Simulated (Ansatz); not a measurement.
A made-up structure of CH4OTe, closed shell:

O1  (-1.167, -0.196, -0.496)
C2  (-0.217, 0.493, 0.166)
Te3  (1.347, 0.166, -0.853)
H4  (-1.136, -1.200, -0.521)
H5  (-0.141, 0.198, 1.297)
H6  (-0.240, 1.632, 0.098)
H7  (1.554, -1.093, 0.309)
(Å)

It is relaxed with PBE-D4/def2-SVP and then PBE0-D4/def2-TZVP (Ansatz 0.2.0). Atoms count as bonded within 1.22 times the sum of their covalent radii (H–H: 0.88 Å). The end point is not checked to be a true minimum.

(1) Does its bonding change? (A judgement: the text doesn't fix the answer.)

## Answers

(1) By the calculation: No: no bond forms or breaks.

Where it ends: The first stage lowers the energy by 1.89 eV in 8 steps. It ends as CH₄OTe ([OH][CH2][TeH]):
```
7
angstrom
O -1.4056 -0.0881 -0.4554
C -0.2980 0.4852 0.1545
Te 1.6133 0.0477 -0.7936
H -1.2929 -1.0425 -0.4792
H -0.1737 0.1974 1.2017
H -0.4111 1.5658 0.0912
H 1.9680 -1.1654 0.2806
```

Labels in which every atom is bracketed show which atoms are joined, not bond orders.

For scale, one of the runs: PBE0-D4/def2-TZVP relaxation, 136 basis functions, launched by `ansatz run in.yaml --threads 2 --pin off --events-out ev --progress --plain --max-ram 4352MiB`. Hardware: 2 CPU threads of an Intel Xeon 6975P-C, shared host. Wall time about 14 s.
